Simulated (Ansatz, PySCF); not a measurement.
Energy difference 3 R1 + R2 → P1 + 2 P2 + P3, each structure at its B3LYP-D3(BJ)/def2-TZVP stationary point, reached from a drawn start (curvature not checked).
P1: CH4 (SMILES C), charge 0, multiplicity 1.
R1, H2 (SMILES [H][H]) (charge 0, multiplicity 1):
```xyz
2

H      0.000     0.000     0.372
H      0.000     0.000    -0.372
```
P2: HCl (SMILES Cl), charge 0, multiplicity 1.
P3, SiH4 (SMILES [SiH4]) (charge 0, multiplicity 1):
```
atom    x (Å)    y (Å)    z (Å)
----  -------  -------  -------
Si     0.0000   0.0000   0.0000
H      0.8547   0.8547   0.8547
H     -0.8547  -0.8547   0.8547
H     -0.8547   0.8547  -0.8547
H      0.8547  -0.8547  -0.8547
```
R2: CH4Cl2Si (SMILES C[SiH](Cl)Cl), charge 0, multiplicity 1.

P less R. No zero-point or thermal terms.

Correlated levels freeze the cores.

The values were computed with Ansatz (a program for electronic structure) with Gaussian orbitals; PySCF for the D3/D4 terms. Each number belongs to the level named beside it.

Total energies in hartree:

```
structure  PBE/def2-TZVPP  B3LYP-D3(BJ)/def2-TZVPP  CCSD(T)/cc-pV(Q+d)Z
---------  --------------  -----------------------  -------------------
P1             -40.464286               -40.541031           -40.450883
R1              -1.166122                -1.180145            -1.173794
P2            -460.627412              -460.836834          -460.363836
P3            -291.721620              -291.920350          -291.452235
R2           -1249.991096             -1250.645709         -1249.160971
```

### Question
Work out the reaction energy at each level in kcal/mol (1 hartree = 627.50947 kcal/mol), and say how far PBE/def2-TZVPP lies from CCSD(T)/cc-pV(Q+d)Z.

### Answer
- PBE/def2-TZVPP: 2 × (-460.627412) + (-40.464286) + (-291.721620) − (-1249.991096) − 3 × (-1.166122) = 0.048732 hartree = 30.58 kcal/mol
- B3LYP-D3(BJ)/def2-TZVPP: 2 × (-460.836834) + (-40.541031) + (-291.920350) − (-1250.645709) − 3 × (-1.180145) = 0.051095 hartree = 32.06 kcal/mol
- CCSD(T)/cc-pV(Q+d)Z: 2 × (-460.363836) + (-40.450883) + (-291.452235) − (-1249.160971) − 3 × (-1.173794) = 0.051563 hartree = 32.36 kcal/mol
PBE/def2-TZVPP less CCSD(T)/cc-pV(Q+d)Z: -1.78 kcal/mol. CCSD(T)/cc-pV(Q+d)Z is the level counted from, the highest shown, and no exact or measured value.
